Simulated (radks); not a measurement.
Values are calculated unless marked as measured or tabulated.
Q: The mean radii <r> (bohr) of the occupied orbitals of an atom or ion are listed with their occupations. Code: a radial shooting solver on a logarithmic mesh with Libxc functionals. Model: Dirac Kohn-Sham, PBEsol, spin-unpolarised, spherical densities, point nucleus.

orbital  occ.      <r>
1s1/2       2  0.02363
2s1/2       2   0.1005
2p1/2       2  0.08423
2p3/2       4  0.09065
3s1/2       2   0.2661
3p1/2       2   0.2557
3p3/2       4   0.2682
3d3/2       4   0.2395
3d5/2       6   0.2434
4s1/2       2   0.6075
4p1/2       2   0.6240
4p3/2       4   0.6523
4d3/2       4   0.7018
4d5/2       6   0.7120
5s1/2       2    1.473
5p1/2       2    1.663
5p3/2       4    1.754
6s1/2       1    4.010
4f5/2       4    1.100

Name the element and its charge. Open shells, if any, fill j = l - 1/2 first.

A: Z = 60, neodymium, charge +1: Nd+ in [Xe] 4f4 6s1. The 1s radius gives Z: for a bare nucleus <r> = (2 gamma + 1)/(2Z) with gamma = sqrt(1 - (Z/c)^2), 0.02332 bohr for Z = 60, and screening makes it slightly larger (0.02363 here). The occupations add up to 59, and the charge is Z minus that.
